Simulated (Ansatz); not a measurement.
`C[CH2][Sb]([SiH3])[N](C)C`, 21 atoms. Charge 0, multiplicity 1. Correlated methods include outer-core shells of Sb, which these sets cover unevenly. Sb: def2 effective core potential. Hardware: A = 4 threads of an AMD EPYC 7R13 on a shared host; B = 4 threads of an AMD EPYC 7R13 on a shared host and a share of an NVIDIA H100 80 GB. Correlated methods freeze the cores. Open-shell runs search over several starts.

(1) Give the basis size and wall time and peak host memory of each of these runs in Ansatz. RHF-MP2/def2-QZVPP energy [B]; UKS ωB97X-V/def2-TZVPP energy of the cation [B]; UKS ωB97M-V/def2-TZVPP energy of the cation [B]; UKS B2PLYP (frozen core)/def2-TZVPP energy of the cation [B]; UKS B3LYP-D4/def2-TZVPP energy of the cation [B]; UKS PBE0-D4/def2-TZVPP energy of the cation [B]; RKS PBE0-D4/def2-TZVP relaxation (21 steps) [B]; RHF-CCSD(T)/def2-TZVPP energy [B]; UHF-CCSD(T)/def2-TZVPP energy of the cation [B]; RKS PBE0-D4/def2-SVP energy [A]; UHF-MP2/def2-QZVPP energy of the cation [B]; RKS B3LYP-D4/def2-TZVPP energy and forces [B]. (Estimate.)

Results:

(1) Ansatz gave: Other jobs shared the machine, so times are rough.

```csv
level,job,functions,wall time,peak host memory (GiB)
RKS PBE0-D4/def2-SVP,energy [A],184,2.8 s,0.79
UKS PBE0-D4/def2-TZVPP,energy of the cation [B],443,2.9 s,1
RKS B3LYP-D4/def2-TZVPP,energy and forces [B],443,3 s,1
UKS B3LYP-D4/def2-TZVPP,energy of the cation [B],443,3.2 s,1
RHF-MP2/def2-QZVPP,energy [B],857,5.5 s,1.5
UKS B2PLYP (frozen core)/def2-TZVPP,energy of the cation [B],443,5.5 s,2.3
UKS ωB97X-V/def2-TZVPP,energy of the cation [B],443,6 s,1.2
UKS ωB97M-V/def2-TZVPP,energy of the cation [B],443,6.5 s,1.4
UHF-MP2/def2-QZVPP,energy of the cation [B],857,8.5 s,1.6
RHF-CCSD(T)/def2-TZVPP,energy [B],443,20 s,0.92
RKS PBE0-D4/def2-TZVP,relaxation (21 steps) [B],326,57 s,1
UHF-CCSD(T)/def2-TZVPP,energy of the cation [B],443,3.2 min,2.2
```

B3LYP here is the variant with VWN-RPA as its local correlation; programs differ in this.
